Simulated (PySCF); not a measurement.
Compound: C6H6F2Si.
Cartesian coordinates in Å at the GFN2-xTB level; atoms count from 1:
```
atom  x, y, z in Å
C1     2.492    1.417   -0.453
C2     1.638    0.598   -0.641
C3     0.601   -0.379   -0.867
F4     0.433   -0.587   -2.227
C5     0.719   -1.700   -0.051
C6    -0.554   -1.256    0.609
C7    -0.701   -0.136   -0.110
Si8   -1.939    1.253   -0.260
F9    -3.006    1.020    0.926
H10    3.242    2.130   -0.286
H11    0.631   -2.589   -0.673
H12    1.601   -1.778    0.584
H13   -1.132   -1.703    1.397
H14   -2.709    1.176   -1.491
H15   -1.321    2.542    0.014
```

Computed, not measured: PySCF 2.14.0, density-fitted response routines, TDDFT CAM-B3LYP/def2-SVPD, vertical, gas phase, core orbitals frozen in the response.

Ground-to-excited transition dipoles (e·a0, same axes as the geometry; the sign carries no meaning), for the states with f of 0.002 or more among the lowest 7:

```json
{"state": "S1", "E (hartree)": "0.2163", "μx": "0.067", "μy": "0.160", "μz": "-0.109"}
{"state": "S2", "E (hartree)": "0.2342", "μx": "0.058", "μy": "-0.616", "μz": "0.248"}
{"state": "S3", "E (hartree)": "0.2403", "μx": "0.063", "μy": "0.436", "μz": "-0.153"}
{"state": "S4", "E (hartree)": "0.2450", "μx": "0.125", "μy": "-0.607", "μz": "0.348"}
{"state": "S5", "E (hartree)": "0.2543", "μx": "-0.052", "μy": "0.103", "μz": "-0.075"}
{"state": "S6", "E (hartree)": "0.2602", "μx": "0.200", "μy": "-0.574", "μz": "0.264"}
{"state": "S7", "E (hartree)": "0.2703", "μx": "-0.052", "μy": "0.120", "μz": "-0.053"}
```

(1) Work out the oscillator strengths.

(2) What angle do the transition dipoles of S3 and S4 make?

(3) What peak molar absorption coefficient would the strongest computed level give as a lone Gaussian band 0.4 eV wide at half height?

Results:

(1) f = (2/3) ΔE |μ|² with ΔE in hartree (27.2114 eV).

```json
{"state": "S1", "|μ|² (au)": "0.042", "|μ| (D)": "0.52", "f": "0.006"}
{"state": "S2", "|μ|² (au)": "0.444", "|μ| (D)": "1.69", "f": "0.069"}
{"state": "S3", "|μ|² (au)": "0.218", "|μ| (D)": "1.19", "f": "0.035"}
{"state": "S4", "|μ|² (au)": "0.505", "|μ| (D)": "1.81", "f": "0.082"}
{"state": "S5", "|μ|² (au)": "0.019", "|μ| (D)": "0.35", "f": "0.003"}
{"state": "S6", "|μ|² (au)": "0.439", "|μ| (D)": "1.68", "f": "0.076"}
{"state": "S7", "|μ|² (au)": "0.020", "|μ| (D)": "0.36", "f": "0.004"}
```

(2) |cos θ| = |μa·μb| / (|μa| |μb|) = 0.94, so θ ≈ 21° (taken between 0 and 90°, since the signs are arbitrary).

(3) ε(max) = 2.175×10⁸ f / FWHM, with the width in cm⁻¹. S4: 2.175×10⁸ × 0.0824 / 3226 ≈ 5600 L mol⁻¹ cm⁻¹.

One conformer stands for the species.
